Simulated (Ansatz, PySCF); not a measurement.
Ways to break one bond of C[Si](Cl)(Cl)Cl:

A. C[Si](Cl)(Cl)Cl [trichloro(methyl)silane] → [CH2][Si](Cl)(Cl)Cl + H atom
B. C[Si](Cl)(Cl)Cl -> C[Si](Cl)Cl + Cl atom
C. C[Si](Cl)(Cl)Cl [trichloro(methyl)silane] → [CH3] (CH3) + Cl[Si](Cl)Cl

Quantity: bond dissociation energy (enthalpy at 298 K, with B3LYP-D3(BJ) rigid-rotor harmonic-oscillator terms), kJ/mol. Structures are relaxed separately at B3LYP-D3(BJ)/def2-TZVP in Ansatz (a first-principles code), one conformer each, not searched for the lowest. Frequencies are from Ansatz or PySCF. Cores are frozen in the correlated levels unless marked. Open shells are spin-unrestricted. Spin-orbit coupling is left out. No relativistic terms. CBS(X,Y): correlation extrapolated as X^-3; Hartree-Fock from the larger set. The bracket is a focal-point correction in the basis named.

```json
[
 {"": "A", "HF/def2-TZVPD (PySCF)": "315.4", "TPSSh-D3(BJ)/def2-TZVPD (PySCF + dftd3)": "420.0", "CCSD/cc-pV(D+d)Z (Ansatz)": "407.0", "RI-MP2/CBS(cc-pV(T+d)Z,cc-pV(Q+d)Z)+[CCSD(T)-MP2]/cc-pV(T+d)Z (Ansatz)": "432.9"},
 {"": "B", "HF/def2-TZVPD (PySCF)": "352.0", "TPSSh-D3(BJ)/def2-TZVPD (PySCF + dftd3)": "452.4", "CCSD/cc-pV(D+d)Z (Ansatz)": "421.7", "RI-MP2/CBS(cc-pV(T+d)Z,cc-pV(Q+d)Z)+[CCSD(T)-MP2]/cc-pV(T+d)Z (Ansatz)": "478.2"},
 {"": "C", "HF/def2-TZVPD (PySCF)": "283.4", "TPSSh-D3(BJ)/def2-TZVPD (PySCF + dftd3)": "363.5", "CCSD/cc-pV(D+d)Z (Ansatz)": "367.0", "RI-MP2/CBS(cc-pV(T+d)Z,cc-pV(Q+d)Z)+[CCSD(T)-MP2]/cc-pV(T+d)Z (Ansatz)": "399.7"}
]
```
